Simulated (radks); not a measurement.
Results of a calculation; reference values are marked as such.
Effect of the nuclear size on neutral lutetium, [Xe] 4f14 5d1 6s2. Code: a radial shooting solver on a logarithmic mesh with Libxc functionals. Model: Dirac Kohn-Sham, PBE, spin-unpolarised, spherical densities, finite nucleus; open shells are shared between the two j in proportion to 2j + 1; Fermi nuclear charge, rms radius 5.37 fm. The rms radius is varied about that value; shifts are against it.

| rms radius (fm) | total energy shift (eV) | density at nucleus (e/bohr^3) | 1s1/2 shift (meV) | 2s1/2 shift (meV) | 5s1/2 shift (meV) | 5p1/2 shift (meV) | 6s1/2 shift (meV) | 5d5/2 shift (meV) | 6p1/2 (empty) shift (meV) |
|---|---|---|---|---|---|---|---|---|---|
| 4.8115 | -8.76 | 1.151e+06 | -3570 | -489 | -3.89 | 0.318 | -0.212 | 0.213 | 0.098 |
| 4.9511 | -6.63 | 1.14e+06 | -2700 | -371 | -2.95 | 0.241 | -0.160 | 0.161 | 0.074 |
| 5.37 | 0 | 1.111e+06 | 0.000 | 0.000 | 0.000 | 0.000 | 0.000 | 0.000 | 0.000 |
| 5.5579 | 3.09 | 1.099e+06 | 1260 | 173 | 1.37 | -0.112 | 0.075 | -0.075 | -0.034 |
| 6.4709 | 19.1 | 1.047e+06 | 7800 | 1070 | 8.50 | -0.695 | 0.463 | -0.466 | -0.213 |

Slopes of the eigenvalues against <r^2> in GHz/fm^2, as finite differences over the two radii next to the reference (eigenvalue slopes, not the field-shift constants of lines): 1s1/2 150000, 2s1/2 20600, 5s1/2 164, 5p1/2 -13.4, 6s1/2 8.91, 5d5/2 -8.97, 6p1/2 (empty) -4.11.
